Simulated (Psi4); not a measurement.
Pair of molecules, SMILES O=S=O with SMILES [H][H], pulled apart as rigid monomers along the line of their centres of mass from the B3LYP-D3(BJ)/def2-TZVP minimum (SMILES order as in the coordinates).
Starting geometry (charge 0, multiplicity 1):
| atom | x (Å) | y (Å) | z (Å) |
|---|---|---|---|
| O | 1.0976 | 0.9668 | 0.7281 |
| S | 0.4702 | 0.3573 | -0.4145 |
| O | -0.9179 | -0.0095 | -0.3298 |
| H | -0.4716 | -0.7169 | 3.4159 |
| H | -0.2756 | -0.2574 | 2.8643 |

All values below come from SAPT0/jun-cc-pV(D+d)Z run with Psi4 1.11.

| O1···H5 (Å) | electrostatics (kcal/mol) | exchange (kcal/mol) | induction (kcal/mol) | dispersion (kcal/mol) | total |
|---|---|---|---|---|---|
| 2.56 | -0.71 | 1.80 | -0.20 | -0.61 | 0.29 |
| 2.82 | -0.35 | 0.71 | -0.08 | -0.36 | -0.09 |
| 3.21 | -0.16 | 0.17 | -0.02 | ? | -0.19 |
| 3.88 | -0.07 | 0.01 | -0.01 | -0.06 | -0.12 |
| 4.98 | -0.03 | 0.00 | ? | -0.02 | -0.05 |

Q: Fill in the missing entries.

A: 
- 4.98, induction (kcal/mol): 0.00
- 3.21, dispersion (kcal/mol): -0.18
